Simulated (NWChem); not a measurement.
Molecule: SiHSI, singlet; SMILES [Si](S)I

```xyz
4

Si     1.0984    -1.1056     0.0000
I     -0.1017     1.0755     0.0000
S     -0.6307    -2.3755     0.0000
H      0.1021    -3.5157     0.0000
```
Atoms are numbered in this order, from 1.

Computed with NWChem. Low-valent species are run as closed-shell singlets; no triplet was tried in these runs. Coordinates come from a PBE0/def2-SVP optimisation. def2 effective core potentials on I; no spin-orbit coupling. Ions are spin-unrestricted doublets at the neutral geometry; other ion states weren't tried.

### Question
Predict the results for PBE/def2-SVPD. Quantities: vertical ionisation energy, ΔSCF (eV); −ε(HOMO) (eV).

### Answer
The vertical ionisation energy, ΔSCF (eV) is 8.81 and the −ε(HOMO) (eV) comes out as 6.09.
